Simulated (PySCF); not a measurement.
# Computed records: BGeH$_{6}$NSi, BGeH$_{3}$NO

Computed with PySCF 2.14.0. Calculation on a computer-drawn molecule: the log of a Hartree-Fock and frozen-core CCSD(T) single point meant for a local Hartree-Fock minimum, with one planted fault or none, to be diagnosed. Offsets are logged minus clean, where the clean run is the same molecule without the fault. The reference is restricted for singlets and unrestricted otherwise, and also for a bond in bohr or an excited solution. Adding or removing an electron swaps singlet and doublet. The excited solution moves the top pair (singlet) or top alpha electron (doublet) to the lowest empty orbital. Highest occupied and lowest empty are orbital energies over both spins, largest force is the largest gradient component, triples share is (T) over the correlation energy, the T1 limit is 0.02 restricted and 0.045 unrestricted, electrons count all cores, a negative frequency is imaginary (commonest isotopes), and the dipole is about the centre of nuclear charge; on germanium a core potential holds 10 electrons, which the energies leave out, and 3d is frozen in MP2 and coupled-cluster steps.

Common to all runs: meant multiplicity 1; logged SCF converged yes; logged SCF stable within its kind yes; possible faults no fault, one electron removed, one electron added, multiplicity raised by two, geometry at a saddle point, SCF held on an excited solution, minimal basis STO-3G, one bond length entered in bohr, all coordinates scaled.

```yaml
- entry: 1
  formula: BGeH6NSi
  logged_structure:
    atoms_angstrom:
      - ["N", -2.3328, -1.4249, -1.3368]
      - [B, -1.7449, -1.2772, -0.268]
      - [Si, -0.7633, -1.0046, 1.4596]
      - [Ge, 0.8131, 0.8035, 1.2577]
      - [H, -2.8085, -1.5492, -2.191]
      - [H, -1.7442, -0.6982, 2.5265]
      - [H, -0.0504, -2.2549, 1.8097]
      - [H, 1.8416, 0.4932, 0.1653]
      - [H, 1.5526, 1.0065, 2.5852]
      - [H, 0.0879, 2.1039, 0.8961]
  given:
    meant_charge: 0
    meant_basis: "cc-pV(D+d)Z"
    meant_basis_and_core_potential_on_germanium: "cc-pVDZ-PP ECP10MDF"
    logged_electrons: 63
    logged_basis_functions: 104
    logged_spin_squared: 0.7623
    "logged_highest_occupied [eV]": -15.134
    "logged_lowest_empty [eV]": -7.4636
    "logged_largest_force [hartree/bohr]": 0.11172
    "logged_dipole_magnitude [debye]": 10.015
    "logged_energy_HF [hartree]": -664.61816
    drawn_bonds_atom: [1, 2, 3, 1, 3, 3, 4, 4, 4]
    drawn_bonds_other_atom: [2, 3, 4, 5, 6, 7, 8, 9, 10]
    drawn_bonds_order: [2, 1, 1, 1, 1, 1, 1, 1, 1]
  results:
    planted_fault: "one electron removed"
    "HF_energy_offset_from_clean_run [kcal/mol]": 208.9
  notes: ["coupled-cluster numbers left out as unreliable"]
- entry: 2
  formula: BGeH3NO
  logged_structure:
    atoms_angstrom:
      - ["N", -1.5536, -1.0111, -2.335]
      - [B, -0.9183, -0.4223, -1.394]
      - [Ge, 0.162, 0.7679, 0.1322]
      - [O, -0.964, 0.3647, 1.648]
      - [H, -2.0566, -1.4903, -3.0588]
      - [H, 1.287, -0.4171, 0.3617]
      - [H, -1.1193, -0.5795, 1.7464]
  given:
    meant_charge: -1
    meant_basis: aug-cc-pVDZ
    meant_basis_and_core_potential_on_germanium: "aug-cc-pVDZ-PP ECP10MDF"
    logged_electrons: 56
    logged_basis_functions: 128
    logged_spin_squared: 0.0
    "logged_highest_occupied [eV]": -3.0827
    "logged_lowest_empty [eV]": 3.5563
    "logged_largest_force [hartree/bohr]": 0.024275
    logged_T1_diagnostic: 0.018149
    logged_D1_diagnostic: 0.044756
    logged_triples_share: 0.038804
    logged_CC_converged: "yes"
    "logged_dipole_magnitude [debye]": 1.3996
    "logged_energy_HF [hartree]": -449.17854
    "logged_energy_CCSD(T) [hartree]": -449.80083
    drawn_bonds_atom: [1, 2, 3, 1, 3, 4]
    drawn_bonds_other_atom: [2, 3, 4, 5, 6, 7]
    drawn_bonds_order: [2, 1, 1, 1, 1, 1]
  results: {}
```

Questions
1. Which fault was planted in the run of BGeH$_{3}$NO (entry 2)?

Calculated values
1. all coordinates scaled, by +2.2 %

Further results for BGeH$_{3}$NO (entry 2):

* HF energy offset from clean run: 1.979 kcal/mol
* CCSD(T) energy offset from clean run: -1.631 kcal/mol
